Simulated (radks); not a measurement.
Results of a calculation; reference values are marked as such.
Ionisation ladder of mercury, from Hg66+ to Hg79+. Each ion is in the ground configuration listed by NIST, and IE = E(next ion) - E(this ion), with E = 0 for the bare nucleus. Level of theory: scalar-relativistic Kohn-Sham, r2SCAN, spin-polarised, spherical densities, finite nucleus; open shells are filled with parallel spins first (spin-orbit coupling, left out, can overturn this in heavy ions); meta-GGA in the generalised Kohn-Sham scheme; Fermi nuclear charge, rms radius 5.4648 fm (a radial shooting solver on a logarithmic mesh with Libxc functionals).

species  configuration  IE, Delta-SCF (eV)  <r> HOMO (bohr)
Hg66+     [Ne] 3s2 3p2              7657.4            0.165
Hg67+     [Ne] 3s2 3p1              7785.9            0.164
Hg68+         [Ne] 3s2              8485.3            0.166
Hg69+         [Ne] 3s1              8632.5            0.165
Hg70+             [Ne]             19153.0           0.0621
Hg71+     [He] 2s2 2p5                   ?           0.0617
Hg72+     [He] 2s2 2p4             19844.6           0.0614
Hg73+     [He] 2s2 2p3                   ?           0.0610
Hg74+     [He] 2s2 2p2               20712           0.0606
Hg75+     [He] 2s2 2p1               21062           0.0604
Hg76+         [He] 2s2               23221           0.0672
Hg77+         [He] 2s1                   ?           0.0670
Hg78+             [He]               94503           0.0165
Hg79+              1s1                   ?           0.0164

Estimate the withheld Delta-SCF values.

Answer. Hg71+: 19503.9 eV (NIST 18910); Hg73+: 20351 eV (NIST 19680); Hg77+: 23592 eV (NIST 23544.1); Hg79+: 96077 eV (NIST 95898.2).
